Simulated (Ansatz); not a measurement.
`C[Si](O)(Cl)C#N` → `O[SiH](Cl)C1=CN1`  (isomerisation)

Calculated with Ansatz (gas phase, PBE0-D4/def2-TZVP geometries, no zero-point term in ΔE). CCSD(T)/CBS is the MP2 limit (def2-TZVPP, def2-QZVPP) plus CCSD(T) − MP2 in def2-TZVPP, frozen cores. Functionals use def2-TZVPP. B3LYP here is the variant with VWN-RPA as its local correlation; programs differ in this. One conformer a species, not always the lowest.

`C[Si](O)(Cl)C#N`:

```xyz
10

C     0.562    1.342    0.027
Si    0.116   -0.429   -0.138
O    -0.580   -0.678   -1.584
Cl    1.730   -1.653    0.134
C    -1.077   -0.927    1.194
N    -1.833   -1.218    2.012
H     1.005    1.536    1.006
H     1.283    1.620   -0.744
H    -0.329    1.965   -0.085
H    -0.876   -1.558   -1.822
```

`O[SiH](Cl)C1=CN1`:

Z-matrix (Å, degrees):
```
Si
Cl 1 2.051
C 1 1.822 2 105.8
O 1 1.628 2 112.4 3 121.5
H 1 1.472 2 108.4 3 -121.3
C 3 1.281 1 159.5 2 5.7
N 3 1.562 1 138.7 2 161.4
H 4 0.959 1 118.2 2 -76.4
H 6 1.077 3 152.6 1 -12.4
H 7 1.024 3 107.9 1 90.3
```

CCSD(T)/CBS gives +86.4 kcal/mol.

**Question.** Another level gave +81.7 kcal/mol. Which?
A. PBE0/def2-TZVPP
B. PBE-D4/def2-TZVPP
C. SCS-MP2/def2-TZVPP
D. B3LYP/def2-TZVPP

**Answer.** A. PBE0 81.7, SCS-MP2/def2-TZVPP 90.6, B3LYP 85.6, PBE-D4 79.4 kcal/mol.

Largest T1 diagnostic among the species: 0.012.

From PBE to PBE0 (25 % exact exchange), in def2-TZVPP and without D4, ΔE moves by +2.4 kcal/mol. In def2-TZVPP, CCSD(T) changes the Hartree–Fock value by −6.9 kcal/mol (the triples alone add −1.3 kcal/mol) and MP2 by −5.6 kcal/mol.
